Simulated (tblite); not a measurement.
Start geometry of `C[C@H](CF)[C](Cl)CCl` [radical] from a force field or distance geometry (Å):
```
atom  x, y, z in Å
C1    -0.6890   -0.4663    0.9921
C2    -0.2951    0.4577   -0.1341
C3    -1.4686    0.6356   -1.0369
F4    -2.5114    1.2014   -0.3171
C5     0.9148   -0.1095   -0.8012
Cl6    0.4590   -1.7408   -1.3788
C7     2.0264   -0.2119    0.2067
Cl8    2.4255    1.3992    0.8996
H9    -0.1632   -1.4300    1.0334
H10   -0.6384    0.0937    1.9677
H11   -1.7866   -0.7234    0.8146
H12   -0.0229    1.4191    0.3562
H13   -1.8010   -0.3601   -1.4096
H14   -1.2156    1.3005   -1.9154
H15    1.8071   -0.9210    1.0333
H16    2.9515   -0.5353   -0.3218
```

Problem. What comes out of this run: tblite, GFN2-xTB geometry optimisation, gas phase?

Solution. 
```
atom  x, y, z in Å
C1    -1.3015   -0.8555    1.0356
C2    -0.3776    0.1355    0.3190
C3    -1.1081    0.7368   -0.8989
F4    -2.1900    1.4641   -0.4782
C5     0.9045   -0.4953   -0.1008
Cl6    0.8099   -1.8366   -1.1495
C7     2.1861    0.1451    0.0511
Cl8    2.4313    1.4669   -1.2813
H9    -1.5357   -1.6955    0.3868
H10   -0.8234   -1.2316    1.9359
H11   -2.2266   -0.3561    1.3105
H12   -0.1432    0.9615    0.9976
H13   -1.4860   -0.0487   -1.5599
H14   -0.4556    1.4203   -1.4496
H15    2.2750    0.7152    0.9716
H16    3.0334   -0.5171   -0.1013
```

The energy falls by 1.093 eV over 142 L-BFGS steps, the largest force on an atom goes from 2.79 to 0.007 eV/Å, and the atoms move by 1.010 Å rms after alignment. The bond that changes most is C7–Cl8 (ends: carbon bonded to C, Cl and 2 H; chlorine bonded to C), which lengthens by 0.094 Å. Bonds longer at the end by more than 0.005 Å: 3 of 15; shorter: 11. Among the angles that change most is C2–C5–C7, from 109.0° to 123.2°. Among the dihedrals that turn most is Cl6–C5–C7–H15, from -52° to -158°. Rotational constants go from 1568, 993.9, 694.2 to 1518, 988.8, 723.3 MHz. The orientation of the end geometry is arbitrary; only internal coordinates are fixed.

Its GFN2-xTB frequencies are all real (lowest 38 cm⁻¹). 3 starts were optimised and ended at 0.00, 0.67 and 1.35 kcal/mol (GFN2-xTB); the lowest of these is shown.

One conformer stands for the species.

These are computed values.
